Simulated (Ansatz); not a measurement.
One change: `O[SiH2]B([SiH3])[SiH3]` becomes `[SiH3]B([SiH3])[SiH3]`.

Ansatz, PBE0-D4/def2-TZVP geometries, multiplicity 1. Each molecule was computed in one conformer, which needn't be the lowest.

| property | `O[SiH2]B([SiH3])[SiH3]` |
| --- | --- |
| HOMO energy (B3LYP/def2-TZVPP) / eV | -7.54 |
| LUMO energy (PBE/def2-TZVPP) / eV | -4.07 |
| size of the dipole moment (PBE/def2-TZVPP) / D | 1.11 |
| LUMO energy (PBE0/def2-TZVPP) / eV | -3.20 |
| LUMO energy (ωB97M-V/def2-TZVPP) / eV | -1.23 |
| HOMO energy (PBE/def2-TZVPP) / eV | -6.49 |

(1) What does the change do to each property? (An estimate is asked.)

Answers

(1) Computed: 
```tsv
property	`[SiH3]B([SiH3])[SiH3]`	shift
HOMO energy (B3LYP/def2-TZVPP) / eV	-7.81	-0.27
LUMO energy (PBE/def2-TZVPP) / eV	-4.04	0.03
size of the dipole moment (PBE/def2-TZVPP) / D	0.07	-1.04
LUMO energy (PBE0/def2-TZVPP) / eV	-3.15	0.05
LUMO energy (ωB97M-V/def2-TZVPP) / eV	-1.19	0.04
HOMO energy (PBE/def2-TZVPP) / eV	-6.84	-0.35
```

With PBE0 the HOMO falls by 0.28 eV and the LUMO rises by 0.05 eV, so the gap widens by about 0.33 eV. PBE moves the HOMO by -0.35 eV and ωB97M-V by -0.25 eV. The zero-point energy changes by -17.7 kJ/mol with -3 modes. Dipoles are sizes alone; their direction can turn.

B3LYP here is the variant with VWN-RPA as its local correlation; programs differ in this.
